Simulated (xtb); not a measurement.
BiI₂, SMILES [Bi+]([I])[I] (connectivity only; charge and spin as stated), charge +1, multiplicity 1. All values are semi-empirical tight-binding results from xtb (GFN2-xTB unless named), good for trends rather than for accurate numbers. The structure is a stationary point at GFN2-xTB. The multiplicity is an assumed one; other spin states were not compared. The isomer is the one that the SMILES or the coordinates give; other isomers of the formula were not compared.

For metal compounds this method's bond lengths and energies can be far off.

```yaml
point_group_as_xtb_finds_it: C2v
orbital_gap: 1.54 eV
zero_point_energy: 0.8 kcal/mol
G − E(el) at 298.15 K (modified RRHO): -20.2 kcal/mol
```
